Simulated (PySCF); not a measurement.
C2H5ClOSi, SMILES C=CO[SiH2]Cl.

Geometry: B3LYP-D3(BJ)/def2-SVP. This is a generated structure with no PubChem entry under its InChIKey; it may be hypothetical. The values are those of a single conformer.

Level of theory: PySCF 2.14.0 with TDDFT-PBE/def2-SVPD.

Vertical excitations. 

| state | energy (eV) | λ (nm) | f | main pairs |
|---|---|---|---|---|
| S1 | 5.21 | 238 | 0.031 | HOMO→LUMO 55 %, HOMO→LUMO+1 35 %, HOMO→LUMO+2 9 % |
| S2 | 5.43 | 229 | 0.008 | HOMO→LUMO+1 53 %, HOMO→LUMO+2 35 %, HOMO→LUMO 11 % |
| S3 | 6.04 | 205 | 0.047 | HOMO→LUMO+3 77 %, HOMO→LUMO+2 16 % |
| S4 | 6.59 | 188 | 0.121 | HOMO→LUMO+4 42 %, HOMO→LUMO+2 19 %, HOMO→LUMO+3 13 %, HOMO→LUMO 12 % |
| S5 | 6.77 | 183 | 0.002 | HOMO−1→LUMO 85 % |
| S6 | 6.92 | 179 | 0.167 | HOMO→LUMO+4 40 %, HOMO−2→LUMO 15 %, HOMO−1→LUMO 10 %, HOMO→LUMO+2 9 % |
| S7 | 7.02 | 177 | 0.014 | HOMO→LUMO+5 86 % |
| S8 | 7.10 | 175 | 0.007 | HOMO−2→LUMO 47 %, HOMO→LUMO+6 40 % |
| S9 | 7.14 | 174 | 0.005 | HOMO−1→LUMO+1 90 % |
| S10 | 7.21 | 172 | 0.001 | HOMO→LUMO+7 93 % |
| T1 | 4.24 | 292 | 0 | HOMO→LUMO 74 %, HOMO→LUMO+2 14 % |
| T2 | 5.18 | 240 | 0 | HOMO→LUMO+1 80 %, HOMO→LUMO 16 % |
| T3 | 5.39 | 230 | 0 | HOMO→LUMO+2 80 % |
| T4 | 6.01 | 206 | 0 | HOMO→LUMO+3 97 % |
Triplets are in the Tamm–Dancoff approximation, which puts them higher than full response would, so one can lie above its singlet here.
